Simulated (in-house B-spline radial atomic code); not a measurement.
## Tl2+: 2s2 2p6 3s2 3p6 3d10 4s2 4p6 4d10 4f14 5s2 5p6 5d10 6s2 6p1 (with a hole in an inner shell)

Level of theory: Dirac-Kohn-Sham PBE0, spherical fractional occupations, Fermi nucleus of rms radius 5.4759 fm; calculated with a B-spline radial code for spherical atoms.

Screening seen three ways: the hydrogenic charge with the same mean radius, Z_r = [3n² - l(l+1)]/(2<r>), the one with the same energy, Z_e = n√(-2ε), and Slater's rules. Values are occupation-weighted means over j. An effective charge above Z reflects the relativistic contraction of the inner shells.

```
shell  electrons   ε (eV)  <r> (bohr)    Z_r    Z_e  Slater
   2s          2   -16011     0.06677  89.86  68.61   78.55
   2p          6   -14088     0.06018  83.09  64.36   78.55
   3s          2  -3903.1      0.1728  78.11  50.81   71.75
   3p          6  -3323.2      0.1729  72.29  46.89   71.75
   3d         10    -2623      0.1574  66.71  41.65   61.85
   4s          2  -918.09      0.3807  63.05  32.86   55.25
   4p          6  -720.33      0.4015  57.29  29.10   55.25
   4d         10  -460.01       0.422  49.76  23.26   43.85
   4f         14  -177.92      0.4404  40.87  14.46   32.45
   5s          2  -177.74      0.8427  44.50  18.07   25.35
   5p          6  -119.92      0.9485  38.48  14.84   25.35
   5d         10  -47.431       1.221  28.25   9.34   11.85
   6s          2  -31.383         2.1  25.71   9.11    7.00
   6p          1  -18.775       2.645  20.04   7.05    7.00
```

The least bound orbital is 6p3/2 at -17.92 eV, and it is also the most diffuse (<r> = 2.731 bohr).

Spin-orbit splittings of the orbital energies (j = l + 1/2 above j = l - 1/2 when positive): 2p 2240 eV, 3p 502.5 eV, 3d 110.4 eV, 4p 124.2 eV, 4d 24.16 eV, 4f 5.564 eV, 5p 23.91 eV, 5d 3.084 eV, 6p 2.552 eV.

Caution: exact exchange at fractional occupations of open shells leaves self-interaction of up to several eV.
